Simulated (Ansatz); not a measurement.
Isolated molecules relaxed with PBE0-D4/def2-TZVP in Ansatz; ΔE leaves out vibrations. CCSD(T)/CBS adds triple-zeta CCSD(T) − MP2 to the extrapolated MP2 energy (def2 sets, frozen cores). This one scheme is used for every species. DFT in def2-TZVPP. B3LYP here is the variant with VWN-RPA as its local correlation; programs differ in this. Each species was taken in one conformer, which may not be the lowest.

Consider the ligand exchange at the Si–C bond: `C[SiH2]N` + `N[SiH](O)F` → `N[SiH2]O[SiH](N)F` + CH₄.

Q: Is it downhill or uphill in electronic energy at CCSD(T)/CBS, and by how much? (Best estimate.)

A: Ansatz gave: Downhill: ΔE = -32.0 kcal/mol.

Q: What do these levels give: r2SCAN-D4, PBE0-D4, B3LYP-D4, PBE, PBE0, HF/def2-TZVPP, SCS-MP2/def2-TZVPP, CCSD(T)/def2-TZVPP, MP2/def2-QZVPP, SCS-MP2/def2-QZVPP, MP2/CBS(def2), CCSD/CBS(def2)? (Best estimate.)

A: Computed: r2SCAN-D4 -31.8, PBE0-D4 -30.3, B3LYP-D4 -33.3, PBE -28.0, PBE0 -29.2, HF/def2-TZVPP -34.6, SCS-MP2/def2-TZVPP -32.7, CCSD(T)/def2-TZVPP -32.0, MP2/def2-QZVPP -32.4, SCS-MP2/def2-QZVPP -32.8, MP2/CBS(def2) -32.3, CCSD/CBS(def2) -32.2 kcal/mol.

Largest T1 diagnostic among the species: 0.011.

In def2-TZVPP, CCSD(T) changes the Hartree–Fock value by +2.6 kcal/mol (the triples alone add +0.2 kcal/mol) and MP2 by +2.3 kcal/mol. The D4 term adds −1.9 kcal/mol with B3LYP and −1.2 kcal/mol with PBE0; it sums over pairs of atoms, weighted by their polarisabilities, and B3LYP, whose exchange is more repulsive, gets the larger term. From PBE to PBE0 (25 % exact exchange), in def2-TZVPP and without D4, ΔE moves by −1.1 kcal/mol.
